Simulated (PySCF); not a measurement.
Cartesian coordinates (Å):
```xyz
18

Hf     0.3855     0.2146     0.5644
O      1.9100     0.8075    -0.4904
H      2.6668     1.1166    -1.0017
O     -0.5408    -1.2211    -0.3661
C     -1.1704    -2.2615    -1.0450
H     -0.8739    -2.2827    -2.1201
H     -2.2802    -2.1593    -1.0038
H     -0.9077    -3.2516    -0.6036
O     -0.8485     1.6938     0.8373
C     -1.7282     2.7594     1.0108
H     -1.5570     3.2713     1.9869
H     -2.7894     2.4167     0.9923
H     -1.6063     3.5214     0.2054
O      0.9882    -0.4361     2.2963
C      1.4144    -0.9131     3.5333
H      0.9951    -0.3049     4.3690
H      2.5261    -0.8817     3.6189
H      1.0940    -1.9695     3.6933
```
Charge 0, spin multiplicity 1.

Problem. Estimate the dipole moment, LUMO, total energy, charge on the central atom (Mulliken), HOMO–LUMO gap and HOMO that TPSSh-D3(BJ)/def2-TZVP // BP86-D3(BJ)/def2-SVP (PySCF) returns for this input.

Solution. 
- dipole moment = 0.26 D
- LUMO = -0.06 eV
- total energy = -469.6854 Ha
- charge on the central atom (Mulliken) = 1.54 e
- HOMO–LUMO gap = 6.63 eV
- HOMO = -6.69 eV
